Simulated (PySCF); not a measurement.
# What a mistake does to a calculation on BH6NSi2

All numbers below are calculated, not measured. The program is PySCF 2.14.0, an open-source quantum chemistry code, run on an isolated molecule that a program drew, which may never have been made. The molecule is BH6NSi2 (charge 0, singlet), drawn as the SMILES string `B[Si][SiH2]N`.

Each row is a Hartree-Fock (HF) and frozen-core CCSD(T) single point in the cc-pV(D+d)Z basis, meant for a local HF minimum. Run 1 is clean. Each other run has one planted mistake out of seven kinds, and not every kind appears here: one electron removed, one electron added, multiplicity raised by two, geometry at a saddle point, minimal basis STO-3G, one bond length entered in bohr, all coordinates scaled. The reference is restricted for singlets and unrestricted otherwise, and also for a bond in bohr. Adding or removing an electron swaps singlet and doublet. Electrons count all cores. HOMO and LUMO are orbital energies over both spins, the gradient is its largest component, and the lowest frequency (negative if imaginary) is given only where the gradient is small. Bond lengths are over the 9 bonds as drawn. T1 is the CCSD diagnostic: over 0.02 (restricted) or 0.045 (unrestricted) a single reference is doubtful.

Geometry of the clean run:
```xyz
10
BH6NSi2, angstrom
B    -0.6095    1.1797    0.1529
Si   -1.6700   -0.3792   -0.4483
Si    0.0753   -1.0578   -1.9569
N    -0.6665   -1.6536   -3.3992
H    -0.7610    2.2489   -0.3800
H     0.1825    1.1178    1.0568
H     1.0438   -0.0215   -2.3893
H     0.8544   -2.0527   -1.1607
H    -0.0834   -1.9007   -4.1784
H    -1.4297   -2.3001   -3.3210
```

```
run,electrons,basis functions,<S^2>,HOMO (eV),LUMO (eV),gradient (hartree/bohr),lowest frequency (cm^-1),mean bond (Å),longest bond (Å),T1,HF (hartree),CCSD(T) (hartree),mistake
1,46,104,0.000,-8.51,0.51,1.1e-05,49,1.5003,2.405,0.0175,-660.44212,-660.95666,no fault
2,47,104,0.768,-1.25,6.90,3.3e-02,-,1.5003,2.405,0.0211,-660.45470,-660.98459,one electron added
3,46,104,0.000,-8.56,0.24,5.2e-02,-,1.6279,2.609,0.0177,-660.39211,-660.91648,all coordinates scaled
4,45,104,0.768,-15.00,-6.52,4.0e-02,-,1.5003,2.405,0.0218,-660.16755,-660.64911,one electron removed
5,46,104,2.025,-7.78,-0.07,2.2e-02,-,1.5003,2.405,0.0191,-660.41689,-660.90944,?
6,46,34,0.000,-5.66,5.79,4.2e-02,-,1.5003,2.405,0.0151,-652.73138,-652.93179,?
```

**Which mistake was planted in run 5, and what did it cost?**

Electrons, basis and geometry are unchanged, and <S^2> is 2.025, beside S(S+1) = 2.00 for a multiplicity of 3. So the mistake is: multiplicity raised by two. Subtracting run 1 and multiplying by 627.51 kcal/mol a hartree, the energy moved by 15.8 kcal/mol in HF and 29.6 kcal/mol in CCSD(T).

**Which mistake was planted in run 6, and what did it cost?**

It has 34 basis functions where the clean run has 104, with the same electrons and geometry. So the mistake is: minimal basis STO-3G. Subtracting run 1 and multiplying by 627.51 kcal/mol a hartree, the energy moved by 4838.6 kcal/mol in HF and 5035.7 kcal/mol in CCSD(T).

